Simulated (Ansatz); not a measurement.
Species: sum formula AlNH$_{2}$Br$_{2}$, charge 0, multiplicity 1. 
Coordinates optimised at B3LYP-D3(BJ)/def2-TZVP (Ansatz, an electronic-structure program):
```
Al
N 1 1.7510
H 2 1.0077 1 124.36
H 2 1.0077 3 111.28 1 -180.00
Br 1 2.2498 2 119.76 3 0.00
Br 1 2.2498 2 119.76 3 180.00
```
Charge 0, spin multiplicity 1.

Quantity: vertical ionisation energy (to the doublet state of charge +1; each state is the SCF solution reached for its spin), in eV. Valence correlation only, unless marked. UHF or UKS for open shells. No spin-orbit coupling. The frozen core is the preceding noble-gas configuration, with the filled d and f shells of earlier blocks. Non-relativistic. CBS marks a two-point X^-3 extrapolation of the correlation energy; Hartree-Fock from the larger set.

CCSD(T)/CBS(def2-TZVPPD,def2-QZVPPD) (Ansatz) gives 10.50 eV.

Q: Another calculation gave 10.03 eV. Which level was it?
(A) B3LYP/def2-TZVPD (Ansatz)
(B) CAM-B3LYP/def2-TZVPD (Ansatz)
(C) r2SCAN/def2-TZVPD (Ansatz)
(D) PBE/def2-TZVPD (Ansatz)

A: A, B3LYP/def2-TZVPD (Ansatz). The others give 10.36 (CAM-B3LYP), 9.65 (PBE), 9.85 (r2SCAN) eV.
